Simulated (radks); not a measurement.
Results of a calculation; reference values are marked as such.
Ionisation of the nickel ion Ni3+, [Ar] 3d7, to [Ar] 3d6 as the strength of local exchange is varied. Level of theory: scalar-relativistic Kohn-Sham, Slater X-alpha exchange (alpha = 2/3 is LDA exchange), no correlation, spin-polarised, spherical densities, point nucleus; open shells are filled with parallel spins first (a radial shooting solver on a logarithmic mesh with Libxc functionals).

| alpha | E(Ni3+) (hartree) | exchange (hartree) | IE (eV) | -e of the level emptied (eV) | <r> of it (bohr) |
|---|---|---|---|---|---|
| 0.667 | -1513.51641 | -57.43413 | 53.368 | 43.497 (3d) | 0.9129 |
| 0.774 | -1522.76410 | -67.04328 | 56.053 | 46.023 (3d) | 0.8948 |
| 0.869 | -1531.02048 | -75.66536 | 58.519 | 48.353 (3d) | 0.8795 |
| 0.936 | -1536.86925 | -81.79724 | 60.302 | 50.046 (3d) | 0.8692 |
| 0.95 | -1538.09408 | -83.08386 | 60.680 | 50.405 (3d) | 0.8671 |
| 0.953 | -1538.35666 | -83.35980 | 60.761 | 50.482 (3d) | 0.8666 |
| 0.992 | -1541.77415 | -86.95472 | 61.822 | 51.492 (3d) | 0.8608 |
| x | -1515.75847 | -59.75910 | 54.011 | 44.101 (3d) | 0.9084 |

Which alpha was used in the last row?

Answer. alpha = 0.693. NIST Atomic Spectra Database: 54.9 +/- 0.25 eV (semi-empirical). The Delta-SCF value meets it near alpha = 0.73. Open shells are spherical and high-spin; term and fine-structure splittings are not resolved.
